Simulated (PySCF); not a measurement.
# A PySCF run on NaCd⁺

State: ¹Σ⁺ (singlet), closed shell.

An equivalent input (the run itself took its basis sets from the Basis Set Exchange, started from a PBE0 density and held the occupation σ 7α 7β, πx 3α 3β, πy 3α 3β, δx 1α 1β, δy 1α 1β):

```python
from pyscf import gto, scf, cc
mol = gto.M(atom='Na 0 0 0; Cd 0 0 3.149', basis={'Na': 'def2-SVP', 'Cd': 'def2-SVP'}, ecp={'Cd': 'def2-SVP'},
            charge=1, spin=0, verbose=4, symmetry='C2v')
mf = scf.RHF(mol)
mf.irrep_nelec = {'A1': 16, 'A2': 2, 'B1': 6, 'B2': 6}
mf.conv_tol = 1e-9
mf.max_cycle = 60
mf.diis_space = 10
mf.kernel()
mycc = cc.CCSD(mf, frozen=[0, 45])
mycc.run(conv_tol=1e-7, conv_tol_normt=1e-5, max_cycle=80, diis_space=8)
et = mycc.ccsd_t()
```

The SCF ended at -328.47436245 hartree. The coupled-cluster part of the log:

```
******** <class 'pyscf.cc.ccsd.CCSD'> ********
CC2 = 0
CCSD nocc = 14, nmo = 44
frozen orbitals [0, 45]
max_cycle = 80
direct = 0
conv_tol = 1e-07
conv_tol_normt = 1e-05
diis_space = 8
diis_start_cycle = 0
diis_start_energy_diff = 1e+09
Init t2, MP2 energy = -328.838340040501  E_corr(MP2) -0.363977588137229
Init E_corr(CCSD) = -0.363977588137255
cycle = 1  E_corr(CCSD) = -0.343105295126212  dE = 0.020872293  norm(t1,t2) = 0.0548841
cycle = 2  E_corr(CCSD) = -0.350940688502263  dE = -0.00783539338  norm(t1,t2) = 0.0185333
cycle = 3  E_corr(CCSD) = -0.35140168123751  dE = -0.000460992735  norm(t1,t2) = 0.00936754
cycle = 4  E_corr(CCSD) = -0.352366949999918  dE = -0.000965268762  norm(t1,t2) = 0.00302972
cycle = 5  E_corr(CCSD) = -0.352359284962847  dE = 7.66503707e-06  norm(t1,t2) = 0.000772094
cycle = 6  E_corr(CCSD) = -0.352323135834068  dE = 3.61491288e-05  norm(t1,t2) = 0.000268285
cycle = 7  E_corr(CCSD) = -0.352322015790641  dE = 1.12004343e-06  norm(t1,t2) = 6.31815e-05
cycle = 8  E_corr(CCSD) = -0.352323873656278  dE = -1.85786564e-06  norm(t1,t2) = 2.29686e-05
cycle = 9  E_corr(CCSD) = -0.352324156041213  dE = -2.82384934e-07  norm(t1,t2) = 7.43451e-06
cycle = 10  E_corr(CCSD) = -0.35232394174057  dE = 2.14300642e-07  norm(t1,t2) = 2.46385e-06
cycle = 11  E_corr(CCSD) = -0.352324017111372  dE = -7.53708018e-08  norm(t1,t2) = 7.55401e-07
CCSD converged
E(CCSD) = -328.8266864694751  E_corr = -0.3523240171113721
CCSD(T) correction = -0.00831051403179439
```

T1 diagnostic 0.013, D1 0.059, 28 electrons correlated, 1 of the virtual orbitals (those above 20 hartree) left out.

Repeating this along the bond gives Re = 3.197 Å and ωe = 115 cm⁻¹.

A point of this curve took 2.7 CPU seconds beside 0.075 for the integrals, on Arm Neoverse V2 (shared host).

Correlated steps freeze 1 core orbital.
